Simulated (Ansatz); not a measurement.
Si₅Se₅. Charge 0, multiplicity 1. Geometry PBE-D4/def2-SVP; atoms count from 1.

```tsv
atom	x (Å)	y (Å)	z (Å)
Si1	-1.871	0.813	1.302
Si2	0.343	-1.386	1.954
Si3	1.712	1.403	-1.082
Si4	-1.495	0.488	-1.748
Si5	0.911	-1.902	-1.040
Se6	-0.472	2.189	-0.279
Se7	-1.382	-1.388	0.012
Se8	-0.561	0.380	3.187
Se9	0.654	-0.172	-2.802
Se10	2.160	-0.426	0.496
```

The structure comes from a short search, and lower isomers may exist.

Question: Estimate the Mulliken populations from the PBE0/def2-TZVP orbitals of Ansatz.

Answer: 
```csv
atom,charge (e)
Si1,0.13
Si2,0.13
Si3,0.14
Si4,0.17
Si5,0.17
Se6,-0.12
Se7,-0.12
Se8,-0.21
Se9,-0.19
Se10,-0.12
```
Mulliken values depend strongly on the basis.

Question: And the Mayer bond orders between heavy atoms (over 0.3)?

Answer: Si1–Se6 0.73 (2.52 Å); Si1–Se7 0.60 (2.60 Å); Si1–Se8 1.10 (2.34 Å); Si2–Se7 0.60 (2.60 Å); Si2–Se8 1.10 (2.34 Å); Si2–Se10 0.73 (2.52 Å); Si3–Se6 0.86 (2.46 Å); Si3–Se9 0.74 (2.56 Å); Si3–Se10 0.86 (2.46 Å); Si4–Se6 0.85 (2.47 Å); Si4–Se7 0.67 (2.57 Å); Si4–Se9 0.84 (2.48 Å); Si5–Se7 0.67 (2.57 Å); Si5–Se9 0.84 (2.48 Å); Si5–Se10 0.85 (2.47 Å).
